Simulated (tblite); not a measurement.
C6H13O2P.
SMILES with atom numbers: `[CH2:1]=[CH:2][P@@:3](=[O:4])([OH:5])[C@H:6]([CH3:7])[CH2:8][CH3:9]` (hydrogens: H10, H11 on C1; H12 on C2; H13 on O5; H14 on C6; H15, H16, H17 on C7; H18, H19 on C8; H20, H21, H22 on C9)

Geometry (GFN2-xTB, Å), atoms numbered from 1 in this order:
```xyz
22
C6H13O2P angstrom
C      2.5478    1.4869    0.2676
C      1.9595    0.4087    0.7502
P      0.9915   -0.6652   -0.3534
O      1.1057   -0.3593   -1.7849
O      1.5817   -2.1419   -0.0351
C     -0.6997   -0.7943    0.3837
C     -1.5636   -1.5719   -0.5968
C     -1.2484    0.5854    0.7370
C     -1.3896    1.4974   -0.4746
H      2.4400    1.7343   -0.7764
H      3.1460    2.1503    0.8720
H      2.0396    0.1084    1.7845
H      2.0349   -2.4436   -0.8245
H     -0.5822   -1.3735    1.3057
H     -1.5493   -1.0891   -1.5713
H     -2.5920   -1.6336   -0.2443
H     -1.1740   -2.5820   -0.7150
H     -0.5702    1.0550    1.4560
H     -2.2197    0.4682    1.2268
H     -1.6257    2.5113   -0.1588
H     -0.4595    1.5150   -1.0367
H     -2.1831    1.1531   -1.1323
```

Level: GFN2-xTB in tblite, geometry and Hessian alike; calculated harmonic values, unscaled, isolated species. This tight-binding method is rough: wavenumbers can miss measured ones by several per cent, in bad cases by 10 to 20. One conformer, not necessarily the lowest.

Harmonic wavenumbers (cm⁻¹): 42.0, 66.8, 98.6, 146.7, 163.2, 176.9, 191.0, 217.3, 240.4, 254.5, 277.5, 306.2, 341.3, 381.3, 452.0, 520.8, 579.2, 661.5, 735.0, 791.2, 817.4, 885.2, 890.0, 913.2, 973.3, 995.0, 1018.6, 1021.2, 1028.2, 1056.5, 1151.2, 1165.2, 1223.5, 1227.6, 1255.2, 1271.8, 1295.3, 1347.8, 1382.9, 1405.1, 1415.4, 1480.5, 1487.1, 1492.3, 1495.9, 1509.8, 1674.7, 2919.5, 2943.6, 2959.8, 3014.1, 3019.8, 3033.1, 3038.6, 3049.3, 3054.1, 3064.5, 3083.6, 3114.7, 3579.5.

A = 1676, B = 1286, C = 955.0 MHz; mass 148.065 u (most abundant isotopes); point group C1, symmetry number 1.

**Question.** What is the zero-point energy?

**Answer.** ½Σν̃ = 39699 cm⁻¹ = 474.90 kJ/mol.

**Question.** Entropy at 298.15 K, 1 bar (ideal gas, RRHO, classical rotation)?

**Answer.** Translation 171.18, rotation 123.16, vibration 157.43: S = 451.8 J/(mol K).

**Question.** And Cp and H(298.15 K) − H(0)?

**Answer.** Cp = 191.09 J/(mol K), of which vibrations give 157.83 (their classical limit is 60 R = 498.9); H(298.15 K) − H(0) = 34.79 kJ/mol without the zero-point energy, 24.87 from vibrations.

**Question.** Which modes carry the vibrational entropy at 298.15 K?

**Answer.** 42.0 cm⁻¹: 21.60; 66.8 cm⁻¹: 17.76; 98.6 cm⁻¹: 14.57; 146.7 cm⁻¹: 11.36; 163.2 cm⁻¹: 10.51; 176.9 cm⁻¹: 9.88 J/(mol K); the other 54 give 71.75 together.

**Question.** What must be added to the electronic energy to get the Gibbs energy at 298.15 K and 1 bar?

**Answer.** ZPE + [H(298.15 K) − H(0)] − T·S = 474.90 + 34.79 − 134.70 = 374.99 kJ/mol.

Hindered rotation and anharmonicity are outside this model. Other conformers, if any are populated, would add a mixing term that is left out. The structure is chiral; the term R ln 2 for an equal mix with its mirror image is left out.
